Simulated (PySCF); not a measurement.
HN2 (SMILES N#[NH+]), charge +1, singlet, at a GFN2-xTB geometry. Base run: DF-HF/STO-3G run with PySCF.

PySCF was given this input:
```python
from pyscf import gto, scf

mol = gto.Mole()
mol.atom = '''
    N    -0.000000   -0.000000   -0.435395
    N     0.000000    0.000000    0.644830
    H    -0.000000   -0.000000   -1.466046
'''
mol.basis = 'sto-3g'
mol.charge = 1
mol.spin = 0
mol.verbose = 4
mol.build()

mf = scf.RHF(mol)
mf = mf.density_fit(auxbasis='def2-universal-jkfit')
mf.kernel()
```

Variants of this job, named by their change:

| change | basis functions | E (Eh) | HOMO (eV) | HOMO-LUMO gap (eV) |
|---|---|---|---|---|
| base | 11 | -107.71133 | -27.46 | 23.30 |
| basis = pcseg-0 | 20 | -108.78026 | -27.36 | 21.87 |
| basis = 3-21G | 20 | -108.50101 | -27.17 | 22.09 |
| basis = def2-SV(P) | 30 | -109.03933 | -26.97 | 22.04 |
| basis = 6-311G** | 42 | -109.16385 | -26.79 | 21.89 |
| basis = def2-SVPD | 48 | -109.04921 | -26.92 | 21.78 |
| basis = 6-311++G** | 51 | -109.16507 | -26.76 | 21.68 |
| basis = aug-pcseg-1 | 55 | -109.10749 | -26.76 | 21.61 |
| basis = 6-311+G(2d,p) | 60 | -109.16941 | -26.73 | 21.67 |
| basis = cc-pVTZ | 74 | -109.17925 | -26.73 | 21.82 |
| basis = pc-2 | 74 | -109.18002 | -26.72 | 21.72 |
| basis = pcseg-2 | 74 | -109.17672 | -26.72 | 21.72 |
| basis = cc-pVQZ | 140 | -109.18682 | -26.72 | 21.74 |

Totals compare only among sets that treat the same electrons; sets with core potentials leave the core out.
